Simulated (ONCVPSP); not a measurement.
Before and after: ONCV potential for nitrogen (N)

| Quantity | Value |
| --- | --- |
| Element | nitrogen (N) |
| Generator | ONCVPSP 4.0.1 |
| Type | optimised norm-conserving Vanderbilt (ONCV) |
| Functional | PBE |
| Relativity | scalar-relativistic |
| Frozen core | [He] |
| Valence charge | 5 |
| Reference configuration | 2s2 2p3 |
| Partial waves | 2s: rc 1.05 bohr, ncon 4, nbas 7, qcut 7.5 1/bohr, 2 projectors, debl 3.8 Ha; 2p: rc 2.45 bohr, ncon 4, nbas 8, qcut 6.3 1/bohr, 1 projector; d scattering state at 0.42 Ha: rc 1.95 bohr, ncon 4, nbas 7, qcut 5.5 1/bohr, 2 projectors, debl 1.7 Ha |
| Local potential | polynomial inside 0.70 bohr (lpopt 5, dvloc0 0 Ha) |
| Core correction | Teter function, fcfact 2.75, rcfact 1.6 |

All-electron outer shells of the reference configuration (PBE, scalar-relativistic, ld1.x):

```json
{"shell": "1s", "level (eV)": "-384.72", "outermost node (bohr)": "–", "outermost maximum (bohr)": "0.15"}
{"shell": "2s", "level (eV)": "-18.58", "outermost node (bohr)": "0.32", "outermost maximum (bohr)": "1.02"}
{"shell": "2p", "level (eV)": "-7.09", "outermost node (bohr)": "–", "outermost maximum (bohr)": "0.98"}
```

Change: core correction none.

Cutoffs: the cutoffs (Ha) at which the residual kinetic energy of the hardest occupied pseudo-wave falls to 1 and 0.1 mHa per electron; they do not see the model core or the augmentation charge, which bear on the density cutoff. Errors are all-electron minus pseudo energies relative to the spin-unpolarised reference configuration.

Problem. Predict the effect on cutoff, ghosts and configuration errors.

Solution. The potential gets neither clearly harder nor softer (26 Ha and 83 Ha → 26 Ha and 83 Ha); of the 4 tests that both files solve, the error grows in 0 and shrinks in 1 by more than 15 % and 0.3 meV (median size 470.3 → 468.7 meV); neither file shows a bound ghost.

```tsv
quantity	base	changed
cutoff, loose	26 Ha	26 Ha
cutoff, tight	83 Ha	83 Ha
bound ghosts	none	none
GHOST(+) flags under 300 eV	d at 110.9 eV	d at 110.9 eV
error for 2s2 2p2, meV [ΔE 13.59 eV]	+100	+99
error for 2s2 2p1, meV [ΔE 42.44 eV]	+841	+838
error for 2s2 2p0, meV [ΔE 89.53 eV]	+3211	+3184
error for 2s1 2p4, meV [ΔE 11.51 eV]	-29	-22
s: phases at 1.06 bohr within 0.05 rad from the reference energy up to (Ha; the scan ends near 5)	to the end of the scan	to the end of the scan
p: phases at 2.49 bohr within 0.05 rad from the reference energy up to (Ha; the scan ends near 5)	0.3	0.3
d: phases at 1.98 bohr within 0.05 rad from the reference energy up to (Ha; the scan ends near 5)	3.6	3.6
```
